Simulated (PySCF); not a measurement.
[Se4]2+ (charge +2).
Bonds: Se1–Se2, Se1–Se4, Se2–Se3, Se3–Se4.

Method used: PySCF, PBE0-D3(BJ)/def2-SVP geometry optimisation, gas phase.

Question: List the bond lengths, angles and torsions at this level.

Answer: 
| bond | length (bohr) |
| --- | --- |
| Se1–Se2 and 3 like bonds | 4.368 |

Bonds in one row agree within 0.02 bohr and their mean is given. A selection of angles:
| angle | degrees |
| --- | --- |
| Se2–Se1–Se4 | 90.0 |

Torsions: Se4–Se1–Se2–Se3 0° (synperiplanar); Se2–Se1–Se4–Se3 0° (synperiplanar); Se1–Se2–Se3–Se4 0° (synperiplanar); Se2–Se3–Se4–Se1 0° (synperiplanar).

All 4 Se–Se bonds measure 2.311 Å. Se1 (selenium bonded to 2 Se) is bent (angle 90.0°). The 4 heavy atoms lie in one plane (0.001 Å rms).

Point group: D4h (tolerance 0.08 Å). Whether it is a minimum is left open (no frequencies). The ion is multiply charged and computed without counter-ions or solvent.
